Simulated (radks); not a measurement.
Problem. Neutral manganese, [Ar] 3d5 4s2. Calculated with a radial shooting solver on a logarithmic mesh with Libxc functionals: non-relativistic Kohn-Sham, exchange-only PBE, spin-polarised, spherical densities, point nucleus. Every spin shell is full or empty, so the densities are truly spherical. Functionals are evaluated on that one density, not self-consistently. Rank these exchange functionals by their error against the exact value of the orbitals, and give that value: LDA, PBEsol, revPBE, SOGGA, B86b, EV93, SCAN, r2SCAN.

Solution. Exact: -50.8406 hartree. From best to worst, with 100 (|E| - |E exact|)/|E exact| (equal figures are ties): revPBE +0.03, r2SCAN +0.13, B86b +0.31, SCAN +0.41, EV93 +0.71, PBEsol -2.75, SOGGA -2.77, LDA -6.41.
